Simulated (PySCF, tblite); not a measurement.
System: H4Al (anion, charge -1), singlet: flattening of a tetrahedron along the D2d path, bond length relaxed. Scanned: the two opposite H-Al-H angles (109.47 = tetrahedral, 180 = square planar). Other coordinates (Al-H bond length) were minimised at PBE0/def2-TZVP.

Levels: r2SCAN/aug-cc-pVDZ (PySCF); GFN2-xTB, 300 K electronic temperature (tblite); PBE/aug-cc-pVDZ (PySCF); CCSD(T) on RHF/aug-cc-pVDZ, 5 core orbitals frozen (PySCF).

Energies relative to the lowest point of each profile, in mEh:

```
a / °   r2SCAN  GFN2-xTB   PBE
------  ------  --------  ----
90        13.4      11.3  12.6
95         7.2       5.9   6.8
100        3.0       2.4   2.8
105        0.7       0.5   0.6
109.47     0.0       0.0   0.0
115        1.0       0.7   0.9
120        3.4       2.5   3.2
130       12.2       8.8  11.5
150       42.5      27.1  40.0
160       61.0      36.2  57.7
170       77.6      43.1  73.9
180       85.0      46.0  81.6
```

Task: Predict the corresponding CCSD(T) column.

Result: 90: 13.5; 95: 7.2; 100: 3.0; 105: 0.7; 109.47: 0.0; 115: 1.0; 120: 3.4; 130: 12.2; 150: 42.5; 160: 60.9; 170: 77.3; 180: 84.7 (mEh).
